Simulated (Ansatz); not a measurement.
`[NH2][Ti]([NH2])([NH2])[OH]` at its PBE0-D4/def2-TZVP geometry, where that method's forces vanish. The species carries charge 0 and has multiplicity 1.

```xyz
12

N     1.3944    1.0448    0.2101
Ti   -0.2058    0.0429    0.1362
N    -0.7734    0.0870   -1.6671
N     0.2659   -1.7126    0.6484
O    -1.5065    0.6634    1.2264
H     1.4784    2.0121   -0.0705
H     2.2779    0.7001    0.5538
H    -0.1601    0.2210   -2.4574
H    -1.7367    0.0635   -1.9704
H     0.1053   -2.0741    1.5786
H     0.4709   -2.4714    0.0149
H    -1.6103    1.4232    1.7971
```

(1) What forces (eV/Å) does r2SCAN-D4/def2-TZVPP give on these atoms in the Gaussian-basis code of Ansatz? (An estimate is asked.)

Answers

(1) The calculation gave: 
```
N1   0.149  0.061  0.008
Ti2 -0.018  0.032  0.011
N3  -0.048 -0.003 -0.157
N4   0.072 -0.147  0.044
O5  -0.201  0.013  0.120
H6   0.030  0.047 -0.006
H7   0.053  0.026  0.011
H8  -0.003  0.006 -0.054
H9  -0.034  0.006 -0.045
H10 -0.006 -0.045  0.032
H11  0.003 -0.060 -0.002
H12  0.002  0.065  0.038
```
